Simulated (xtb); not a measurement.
C5H12Si, SMILES C([Si](C)(C)C)=C. All values are semi-empirical tight-binding results from xtb (GFN2-xTB unless named), good for trends rather than for accurate numbers. Geometry: GFN2-xTB. The isomer is the one that the SMILES or the coordinates give; other isomers of the formula were not compared. One conformer was computed; it need not be the lowest.

Optimised geometry:

```xyz
18

C      0.1382     2.5143     0.0000
C      0.8079     1.3724     0.0000
Si     0.0062    -0.3468     0.0000
C      1.3945    -1.6543     0.0000
C     -1.0780    -0.5529     1.5581
C     -1.0780    -0.5529    -1.5581
H      0.6245     3.4785     0.0000
H     -0.9398     2.5376     0.0000
H      1.8907     1.4213     0.0000
H      0.9887    -2.6613     0.0000
H      2.0288    -1.5581    -0.8761
H      2.0288    -1.5581     0.8761
H     -0.4888    -0.4590     2.4654
H     -1.5614    -1.5252     1.5789
H     -1.8573     0.2022     1.5960
H     -0.4888    -0.4590    -2.4654
H     -1.8573     0.2022    -1.5960
H     -1.5614    -1.5252    -1.5789
```

A frequency run showed that this geometry is not a minimum.

| Item | Value |
|---|---|
| point group as xtb finds it | Cs |
| orbital gap | 4.43 eV |
| dipole moment | 0.22 D |
| static polarisability (D4 model) | 89.3 bohr³ |
| solvation energy, GFN2-xTB/ALPB(water) | -0.7 kcal/mol |
| solvation energy, GFN2-xTB/ALPB(chcl3) | -6.0 kcal/mol |

Computed atomic charges and the Wiberg bond orders between heavy atoms:
charges (e) C1 -0.08, C2 -0.13, Si3 0.48, C4 -0.20, C5 -0.20, C6 -0.20, H7 0.03, H8 0.03, H9 0.03, H10 0.03, H11 0.03, H12 0.03, H13 0.03, H14 0.03, H15 0.03, H16 0.03, H17 0.03, H18 0.03. Bond orders C1–C2 2.00, C2–Si3 0.88, Si3–C4 0.89, Si3–C5 0.89, Si3–C6 0.89.
